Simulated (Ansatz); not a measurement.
The lowest singlet and triplet of C2H4 (SMILES C=C); geometries from B3LYP-D3(BJ)/def2-TZVP, each state relaxed from the structure named, with no frequency check.
Singlet (charge 0, multiplicity 1):
```xyz
6

C     -0.66203    -0.00498    -0.01849
C      0.66203     0.00498     0.01849
H     -1.23919     0.91177    -0.00780
H     -1.22385    -0.93029    -0.06098
H      1.23919    -0.91177     0.00780
H      1.22385     0.93029     0.06098
```
Triplet (charge 0, multiplicity 3):
```xyz
6

C     -0.72100    -0.00544    -0.02012
C      0.72100     0.00544     0.02012
H     -1.28049     0.66173    -0.66960
H     -1.30570    -0.68125     0.59744
H      1.31660    -0.62384    -0.63504
H      1.26959     0.64337     0.70720
```

A positive gap puts the triplet lower; no zero-point energy. R- takes a restricted singlet. U- takes an unrestricted singlet (broken symmetry where lower, unprojected). The triplet is unrestricted in single-reference levels.

Programs: Ansatz (a first-principles code) with Gaussian orbitals. 

Q: One of these levels gives -43.09 kcal/mol for the gap E(singlet) − E(triplet), adiabatic. Which one is it?
A. R-HF/cc-pVDZ
B. U-r2SCAN/def2-TZVPP
C. R-PBE/def2-TZVPP

A: A, R-HF/cc-pVDZ. The others give -64.36 (R-PBE/def2-TZVPP), -57.19 (U-r2SCAN/def2-TZVPP)
